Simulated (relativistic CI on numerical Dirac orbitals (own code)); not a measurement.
## Transition arrays of Tb XXII

Method of calculation: Dirac-Coulomb-Breit CI, orbitals from a KLI potential per configuration, a model potential for QED, valence Slater integrals scaled by 0.9, whole transition arrays (own radial code, finite nucleus).

Configurations in the expansion (outside the closed core [Ar] 3d10 4s2): 4p⁶4d⁸, 4p⁶4d⁷4f, 4p⁵4d⁹, 4p⁶4d⁷5p, 4p⁶4d⁷5f. Levels of other configurations are missing.

All E1 lines from the levels of 4p⁶4d⁸; mean and standard deviation are weighted by gf, and upper levels are sorted by their leading configuration.

```tsv
Upper configuration	Lines	Σgf	Mean (eV)	Mean (nm)	σ (eV)	Strongest line (nm)
4p⁶4d⁷4f	737	310.9	189.46	6.544	4.84	6.499
4p⁵4d⁹	44	21.0	190.07	6.523	19.51	6.312
4p⁶4d⁷5p	466	35.2	262.80	4.718	4.35	4.719
4p⁶4d⁷5f	721	50.2	382.26	3.243	4.43	3.215
```

Σgf per state of the lower configuration in bins of 0.1 nm over the central range (centre: value): 3.15: 0.15, 3.25: 0.93, 4.65: 0.20, 4.75: 0.43, 4.85: 0.09, 6.15: 0.13, 6.25: 0.20, 6.35: 0.57, 6.45: 0.98, 6.55: 4.56, 6.65: 0.62, 6.75: 0.15.

**Question.** How do configuration mixing and the scaling of the Slater integrals move the arrays?

**Answer.** Slater scale 0.9, no configuration mixing: 4p⁶4d⁷4f 185.9 ± 6.3 eV (Σgf 271.5), 4p⁵4d⁹ 159.2 ± 16.8 eV (Σgf 40.4), 4p⁶4d⁷5p 263.0 ± 4.3 eV (Σgf 41.3), 4p⁶4d⁷5f 382.2 ± 4.4 eV (Σgf 54.7); Slater scale 1: 4p⁶4d⁷4f 193.1 ± 4.9 eV (Σgf 317.6), 4p⁵4d⁹ 193.9 ± 19.8 eV (Σgf 21.4), 4p⁶4d⁷5p 262.9 ± 4.6 eV (Σgf 34.3), 4p⁶4d⁷5f 382.4 ± 4.6 eV (Σgf 50.2); Slater scale 0.8: 4p⁶4d⁷4f 185.2 ± 4.4 eV (Σgf 283.6), 4p⁵4d⁹ 190.0 ± 14.3 eV (Σgf 41.3), 4p⁶4d⁷5p 262.7 ± 4.2 eV (Σgf 36.0), 4p⁶4d⁷5f 382.2 ± 4.3 eV (Σgf 50.3). With mixing, levels are counted to their leading configuration, so an array can shrink or vanish into another, and the sums then hold other lines.
